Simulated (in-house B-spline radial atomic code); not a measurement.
**Tc³⁺: [Kr] 4d4**

Computed with a B-spline radial code for spherical atoms: Dirac-Kohn-Sham LC-wPBE, spherical fractional occupations, Fermi nucleus of rms radius 4.41117 fm.

Effective charges: Z_r = [3n² - l(l+1)]/(2<r>) from the radius, Z_e = n√(-2ε) from the energy, and Slater's rules. Values are occupation-weighted means over j. An effective charge above Z reflects the relativistic contraction of the inner shells.

| shell | electrons | ε (eV) | <r> (bohr) | Z_r | Z_e | Slater |
| --- | --- | --- | --- | --- | --- | --- |
| 1s | 2 | -20895 | 0.03428 | 43.76 | 39.19 | 42.70 |
| 2s | 2 | -3012.6 | 0.1492 | 40.21 | 29.76 | 38.85 |
| 2p | 6 | -2701.7 | 0.1302 | 38.40 | 28.18 | 38.85 |
| 3s | 2 | -555.85 | 0.415 | 32.53 | 19.18 | 31.75 |
| 3p | 6 | -453.44 | 0.416 | 30.05 | 17.32 | 31.75 |
| 3d | 10 | -286.82 | 0.399 | 26.32 | 13.77 | 21.85 |
| 4s | 2 | -110.13 | 1.054 | 22.77 | 11.38 | 15.25 |
| 4p | 6 | -81.285 | 1.158 | 19.87 | 9.78 | 15.25 |
| 4d | 4 | -34.306 | 1.525 | 13.77 | 6.35 | 5.95 |

The least bound orbital is 4d5/2 at -34.17 eV, and it is also the most diffuse (<r> = 1.53 bohr).

Spin-orbit splittings of the orbital energies (j = l + 1/2 above j = l - 1/2 when positive): 2p 118.2 eV, 3p 19.77 eV, 3d 3.801 eV, 4p 3.037 eV, 4d 0.332 eV.

For the 1s electron the small component carries 2.46 % of the norm, the zero-frequency Breit interaction raises the level by 41.75 eV, self-energy by 22.95 eV, and vacuum polarisation lowers it by 2.696 eV.

Caution: exact exchange at fractional occupations of open shells leaves self-interaction of up to several eV.
